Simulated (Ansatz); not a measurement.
Geometry optimisation, RKS B3LYP/def2-SVP (Ansatz 0.2.0).

Input file:

```yaml
crystal:
  periodic: [false, false, false]
  atoms:
    - { symbol: B, position_ang: [-2.0443, 0.7822, 0.5182] }
    - { symbol: Sn, position_ang: [-0.4489, -0.6417, 0.7334] }
    - { symbol: C, position_ang: [-0.20453, -1.42724, 2.72655] }
    - { symbol: C, position_ang: [0.60149, -0.26929, 2.65988] }
    - { symbol: F, position_ang: [0.05826, 0.85178, 3.30212] }
    - { symbol: H, position_ang: [-2.8924, 0.9717, 1.3647] }
    - { symbol: H, position_ang: [-2.1396, 1.4851, -0.4692] }
    - { symbol: H, position_ang: [0.7982, -0.79049, -0.44574] }
    - { symbol: H, position_ang: [0.38331, -2.41373, 2.7777] }
    - { symbol: H, position_ang: [-1.10674, -1.38783, 3.38147] }
    - { symbol: H, position_ang: [1.67383, -0.3611, 2.60596] }
basis:
  gaussian: { orbitals: def2-SVP }
hamiltonian:
  xc: b3lyp
relax:
  f_tol: 0.015
  max_steps: 40
```

Launched with:

```bash
$ ansatz run input.yaml --threads 2 --pin off --max-ram 3072MiB --backend cpu --events-out ev --progress --plain --runs-dir out
```

**Question.** Where does it end, and by what steps?

**Answer.** The forces met the threshold. After 22 steps the energy has fallen by 0.949 eV; H6 moved furthest, 1.26 Å. Parted: Sn2–C4.

| step | energy less start (eV) | largest force component (eV/Å) | accepted |
| --- | --- | --- | --- |
| 0 | 0.0000 | 3.264 | yes |
| 1 | -0.3720 | 1.265 | yes |
| 2 | -0.4457 | 0.960 | yes |
| 3 | -0.5164 | 0.545 | yes |
| 4 | -0.5933 | 0.893 | yes |
| 5 | -0.7124 | 1.127 | yes |
| 6 | -0.8031 | 0.810 | yes |
| 7 | -0.7871 | 0.916 | no |
| 8 | -0.8830 | 0.447 | yes |
| 9 | -0.9220 | 0.376 | yes |
| 10 | -0.9305 | 0.161 | yes |
| 11 | -0.9388 | 0.093 | yes |
| 12 | -0.9418 | 0.093 | yes |
| 13 | -0.9441 | 0.124 | yes |
| 14 | -0.9455 | 0.056 | yes |
| 15 | -0.9471 | 0.065 | yes |
| 16 | -0.9467 | 0.096 | no |
| 17 | -0.9477 | 0.043 | yes |
| 18 | -0.9486 | 0.020 | yes |
| 19 | -0.9489 | 0.031 | yes |
| 20 | -0.9492 | 0.034 | yes |
| 21 | -0.9493 | 0.023 | yes |
| 22 | -0.9493 | 0.010 | yes |

```xyz
11
Properties=species:S:1:pos:R:3
B -1.704 0.940 0.460
Sn -1.090 -1.255 0.474
C 0.027 -1.540 2.870
C 0.254 -0.205 2.870
F -0.536 0.634 3.525
H -1.824 1.642 1.435
H -2.080 1.399 -0.595
H 0.523 -0.932 -0.209
H 0.787 -2.210 2.467
H -0.782 -1.962 3.471
H 1.104 0.288 2.389
```

Whether the end is a true minimum wasn't checked by a vibrational analysis.

The run took 68 s on 2 threads of Intel(R) Xeon(R) Platinum 8488C (Sapphire Rapids) (shared host), peak memory 0.29 GiB.
